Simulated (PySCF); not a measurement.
PySCF input for F2HOS, SMILES [OH+]=S(F)F, charge +1, B3LYP/pcJ-1. Geometry: B3LYP-D3(BJ)/def2-SVP. The isomer is the one that the SMILES or the coordinates give; other isomers of the formula were not compared.

```python
import numpy as np
from pyscf import gto, scf, dft
from pyscf.prop.ssc import rks as ssc

mol = gto.M(
    atom='''
    O     1.41645489    0.16609748   -0.00000002
    S     0.00974119   -0.46379607   -0.00000000
    F    -0.72346810    0.27454550   -1.16880816
    F    -0.72346807    0.27454550    1.16880819
    H     1.53492732    1.15013815   -0.00000002
    ''',
    basis='pcJ-1',
    charge=1,
    spin=0,
    max_memory=1600,
    verbose=3,
)
mf = dft.RKS(mol, xc='b3lyp')
mf.grids.level = 3
mf.conv_tol = 1e-10
mf.max_cycle = 100
mf.kernel()
j = ssc.SSC(mf)
j.with_fcsd = True
j.max_cycle_cphf = 80
j.conv_tol = 1e-7
e11 = j.kernel()
```

It prints:

```
converged SCF energy = -670.748488833787
Reduced spin-spin coupling constant K (Hz)
               #0        #1        #2        #3        #4
        0 O    0.00000
        1 S  -168.34346   0.00000
        2 F    2.70121 -128.07368   0.00000
        3 F    2.70121 -128.07367   5.69741   0.00000
        4 H   21.76127  -0.08530   0.27320   0.27319   0.00000
Spin-spin coupling constant J (Hz)
               #0        #1        #2        #3        #4
        0 O    0.00000
        1 S   54.73460   0.00000
        2 F  -10.75845 -289.02310   0.00000
        3 F  -10.75844 -289.02307 157.49812   0.00000
        4 H  -92.07744  -0.20451   8.02322   8.02322   0.00000
```

Self-consistency was reached.
